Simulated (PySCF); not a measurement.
**Low-lying terms of Se⁶⁺ (selenium, charge +6)**

Ground state [Ar] 3d10, ¹S. All numbers are calculated (PySCF 2.14, a scalar-relativistic core potential, in aug-cc-pVTZ-PP with one added diffuse shell each of s, d, f type with ECP10MDF (7s5p5d3f, 68 functions)). Vertical excitation energies in eV without spin-orbit coupling; excited terms of each kind are numbered among those the solver found. Frozen: 3s2 3p6.

```json
{"term": "1 3D", "leading excitation": "3d → s", "EOM-EE-CCSD": "55.296"}
{"term": "1 1D", "leading excitation": "3d → s", "EOM-EE-CCSD": "56.168"}
{"term": "1 3P°", "leading excitation": "3d → p", "EOM-EE-CCSD": "70.361"}
{"term": "1 3F°", "leading excitation": "3d → p", "EOM-EE-CCSD": "71.040"}
{"term": "1 1F°", "leading excitation": "3d → p", "EOM-EE-CCSD": "71.601"}
{"term": "1 1D°", "leading excitation": "3d → p", "EOM-EE-CCSD": "72.251"}
{"term": "1 3D°", "leading excitation": "3d → p", "EOM-EE-CCSD": "72.252"}
{"term": "1 1P°", "leading excitation": "3d → p", "EOM-EE-CCSD": "72.680"}
{"term": "1 3G", "leading excitation": "3d → d", "EOM-EE-CCSD": "94.524"}
{"term": "1 1G", "leading excitation": "3d → d", "EOM-EE-CCSD": "94.743"}
{"term": "2 3D", "leading excitation": "3d → d", "EOM-EE-CCSD": "94.865"}
{"term": "1 1F", "leading excitation": "3d → d", "EOM-EE-CCSD": "95.275"}
```

The solver can miss terms.
